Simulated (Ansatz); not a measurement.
An input meant for [EuCl6]3- (EuCl6³⁻) (charge -3, septet).

```yaml
crystal:
  periodic: [false, false, false]
  atoms:
    - {symbol: Eu, position_ang: [0.028833, -0.067336, 0.019805]}
    - {symbol: Cl, position_ang: [-0.090371, 0.110051, 2.768995]}
    - {symbol: Cl, position_ang: [-0.019435, 0.027182, -2.795290]}
    - {symbol: Cl, position_ang: [2.828325, 0.061660, 0.207516]}
    - {symbol: Cl, position_ang: [-2.580068, 0.011398, -0.065602]}
    - {symbol: Cl, position_ang: [0.029408, 2.963124, -0.047684]}
    - {symbol: Cl, position_ang: [0.091779, -2.761327, -0.061735]}
basis:
  gaussian: {orbitals: def2-SVP}
total_charge: -3
magnetization: {spin_polarized: true, initial_magnetization: 6}
hamiltonian: {xc: {name: r2SCAN50}, dispersion: d4}
accuracy: high
scf: {omitted_lower_state_checks: [starts]}
relax: {f_tol: 0.001, max_steps: 1}
output: {forces: true}
```

```sh
$ ansatz run in.yaml --threads 4 --pin off --events-out ev --progress --plain --max-ram 6963MiB
```

Shortened log:

```
Functional definition: r2SCAN50
basis functions trapped inside cores are left out: 1
3593 factors; integrals over basis functions are off by at most 2.5e-9 eV
mean field evaluation 1: about -93924.5318 eV, gradient 3.5e2 eV
mean field evaluation 2: about -84147.8203 eV, gradient 2.1e3 eV
mean field evaluation 4: about -90389.2162 eV, gradient 1.4e3 eV
mean field evaluation 8: about -94393.7418 eV, gradient 3.3e1 eV
mean field evaluation 16: about -94441.4547 eV, gradient 1.1e-1 eV
mean field evaluation 32: about -94441.4947 eV, gradient 4.9e-3 eV
mean field -94441.49473313 eV, -3470.6609166983 hartree, gradient 3.0e-8 eV, S^2 12.010548; 0 other end points of the search recorded, 0 dependent functions left out
reference -94441.49475024 eV, -3470.6609173270 hartree; 73, 67 occupied and 112, 118 virtual orbitals, 3593 factors
relax step   1: F+E_penalty+E_count = -94441.63824101 eV  Δ(F+E_penalty+E_count) = +0.000e0 eV  max|allowed force component| = 1.236e0 eV/Å  Δτ_max = 0.0000 Å  (259 SCF iters, accepted)
Error: geometry relaxation did not converge after 1 steps: max|allowed force component| = 1.24e0 eV/Å (threshold 1.0e-3). Raise `relax.max_steps` over both its present limit and 1, loosen `relax.f_tol`, or start from a geometry closer to equilibrium. Where this run's directory can be resumed (`checkpoint.write`), a resume goes on for up to `relax.max_steps` more
```

In this input the relaxation is allowed too few steps for its threshold. The SCF steps converged, but the relaxation ran out of steps.
